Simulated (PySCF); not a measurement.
Homolysis of single bonds, series Ga F-Cl. Isolated molecules, 0 K electronic values unless said otherwise. Strings in code marks are SMILES.

Method: PBE-D3(BJ)/def2-TZVP // PBE0-D4/def2-TZVP run with PySCF. 

```json
[
 {"species": "radical fragment (`[F][Ga][F]`)", "dipole moment (D)": "2.18"},
 {"species": "whole molecule (`[F][Ga]([F])[Cl]`)", "dipole moment (D)": "0.95"},
 {"species": "radical fragment (`[F][Ga][Cl]`)", "dipole moment (D)": "1.88"},
 {"species": "whole molecule (`[F][Ga]([Cl])[Cl]`)", "dipole moment (D)": "0.81"},
 {"species": "radical fragment (`[Cl][Ga][Cl]`)", "dipole moment (D)": "1.55"},
 {"species": "whole molecule (`[Ga]([Cl])([Cl])[Cl]`)", "dipole moment (D)": "0.00"}
]
```
